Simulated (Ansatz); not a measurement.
Start from `BOC[SiH2]Cl` and change one atom or group to get `O=COC[SiH2]Cl`.

Ansatz, PBE0-D4/def2-TZVP geometries, multiplicity 1. Each molecule was computed in one conformer, which needn't be the lowest.

```
                                          property  `BOC[SiH2]Cl`
                 LUMO energy (PBE/def2-TZVPP) / eV          -1.65
    size of the dipole moment (PBE/def2-TZVPP) / D           0.46
               HOMO–LUMO gap (PBE/def2-TZVPP) / eV           5.63
               HOMO energy (B3LYP/def2-TZVPP) / eV          -8.36
size of the dipole moment (ωB97M-V/def2-TZVPP) / D           0.43
                 HOMO energy (PBE/def2-TZVPP) / eV          -7.29
```

Question: Give the same properties after the change, and the shifts. (An estimate is asked.)

Answer: The calculation gave: 
```csv
property,`O=COC[SiH2]Cl`,shift
LUMO energy (PBE/def2-TZVPP) / eV,-1.34,0.31
size of the dipole moment (PBE/def2-TZVPP) / D,1.24,0.78
HOMO–LUMO gap (PBE/def2-TZVPP) / eV,5.55,-0.08
HOMO energy (B3LYP/def2-TZVPP) / eV,-8.25,0.11
size of the dipole moment (ωB97M-V/def2-TZVPP) / D,1.22,0.79
HOMO energy (PBE/def2-TZVPP) / eV,-6.88,0.41
```

With PBE0 the HOMO rises by 0.10 eV and the LUMO rises by 0.47 eV, so the gap widens by about 0.37 eV. PBE moves the HOMO by 0.41 eV and ωB97M-V by 0.11 eV. Dipoles are sizes alone; their direction can turn.

B3LYP here is the variant with VWN-RPA as its local correlation; programs differ in this.
